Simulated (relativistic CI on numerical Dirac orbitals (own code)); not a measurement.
Zr II: calculation against measurement

Calculated at this level of theory: Dirac-Coulomb-Breit CI, orbitals from a KLI potential per configuration, model QED, valence Slater integrals scaled by 0.85, P86 correlation energy added to each configuration (own radial code, finite nucleus).

CI space (outside the closed core [Kr]): 4d2 5s, 4d3, 4d2 5p, 4d 5s 5p, 4d 5s2, 4d2 5d, 5s 5p2, 5s2 5p, 4d2 5f, 4d2 5g, 4d 5s 4f, 4d 5p2, 4d2 6s, 4d 5s 6p, 4d2 6p, 4d 5s 6s. Levels of other configurations are missing.

```
Configuration  Term (tabulated)     J  Measured (cm⁻¹)  Computed  Error  Purity (%)
       4d2 5s              a 4F   3/2              0.0         0      0          99
       4d2 5s              a 4F   5/2            314.7       273    -41          99
       4d2 5s              a 4F   7/2            763.4       660   -103         100
       4d2 5s              a 4F   9/2           1322.7      1148   -175         100
          4d3              b 4F   3/2           2572.4      1322  -1250          99
          4d3              b 4F   5/2           2895.1      1563  -1332          99
          4d3              b 4F   7/2           3299.7      1881  -1418          99
          4d3              b 4F   9/2           3757.7      2262  -1496          99
       4d2 5s              a 2F   5/2           5752.9      6098    345          86
       4d2 5s              a 2F   7/2           6467.5      6752    285          86
       4d2 5p             z 4G°   5/2          27983.9     26720  -1264          76
       4d2 5p             z 4G°   7/2          28908.9     27477  -1432          92
       4d2 5p             z 4G°   9/2          29839.8     28263  -1577          99
       4d2 5p             z 4F°   5/2          30551.5     29050  -1501          79
       4d2 5p             z 2F°   7/2          30561.8     29144  -1417          80
       4d2 5p             z 4G°  11/2          30795.6     29093  -1703         100
       4d2 5p             z 4F°   7/2          31249.3     29644  -1605          88
       4d2 5p             z 4F°   9/2          31866.5     30207  -1659          90
       4d2 5p             z 2G°   7/2          34485.3     34010   -475          98
       4d2 5p             z 2G°   9/2          35185.4     34600   -586          97
     4d 5s 5p             y 4F°   5/2          36868.9     35452  -1417          79
     4d 5s 5p             y 4F°   9/2          38644.1     36978  -1666          91
```

Measured levels from NIST Handbook of Basic Atomic Spectroscopic Data (Sansonetti and Martin, J. Phys. Chem. Ref. Data 34, 1559 (2005)); pairs were made by configuration, J and term (by order where the table uses no LS term), so strongly mixed levels may be paired wrongly.

Mean error by configuration (cm⁻¹): 4d2 5s 62; 4d3 -1374; 4d2 5p -1322; 4d 5s 5p -1541. Over the excited levels the mean absolute error is 1083 cm⁻¹ (21 of the 29 excited levels that our extract of the source holds in range could be paired, and the others can miss by more), and the median relative error of those above 1,000 cm⁻¹ is 5.1 %. Some levels of the ground configuration have no partner.
